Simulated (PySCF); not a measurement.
Predicted microwave data (PBE0/pcSseg-1 in PySCF (dipole) on a GFN2-xTB geometry, gas phase) for one isomer of C7H10O2:

* Rotational constants: A = 2269, B = 1446, C = 1168 MHz
* Dipole components: |μa| = 2.43 D, |μb| = 2.79 D, |μc| = 0.79 D
* Inertial defect: -139.57 u·Å²
* κ: -0.50

Question: Which structure is it? (One computed conformer of each.)
A. `[CH3:1]/[CH:2]=[C:3]([CH3:4])/[CH:5]=[CH:6]\[C:7](=[O:8])[OH:9]` with C2–C3–C5–C6 -160°, C5–C6–C7–O8 -135°, C6–C7–O9–H 178°
B. `[CH2:1]=[C:2]([CH2:3][CH3:4])[C@H:5]1[CH2:6][O:7][C:8]1=[O:9]` with C1–C2–C3–C4 -102°, C1–C2–C5–C6 77°
C. `[CH3:1][C:2]1=[CH:3][C@@:4]([CH3:5])([C:6](=[O:7])[OH:8])[CH2:9]1` with C3–C4–C6–O7 92°, C4–C6–O8–H 177°

Answer: B. It is C=C(CC)[C@H]1COC1=O, an asymmetric top, point group C1. The candidates at the same level (rigid rotor, commonest isotopes):

| SMILES | A (MHz) | B (MHz) | C (MHz) | μa (D) | μb (D) | μc (D) | Δ (u·Å²) | point group | rotor |
| --- | --- | --- | --- | --- | --- | --- | --- | --- | --- |
| C/C=C(C)/C=C\C(=O)O | 3824 | 860.8 | 781.8 | 2.78 | 0.52 | 0.98 | -72.81 | C1 | near-prolate asymmetric top |
| CC1=C[C@@](C)(C(=O)O)C1 | 2915 | 1165 | 1031 | 0.58 | 1.28 | 0.67 | -116.86 | C1 | asymmetric top |
| C=C(CC)[C@H]1COC1=O | 2269 | 1446 | 1168 | 2.43 | 2.79 | 0.79 | -139.57 | C1 | asymmetric top |

`C/C=C(C)/C=C\C(=O)O` has A 69 % too high; `CC1=C[C@@](C)(C(=O)O)C1` has A 28 % too high. No structure here is proved a minimum.
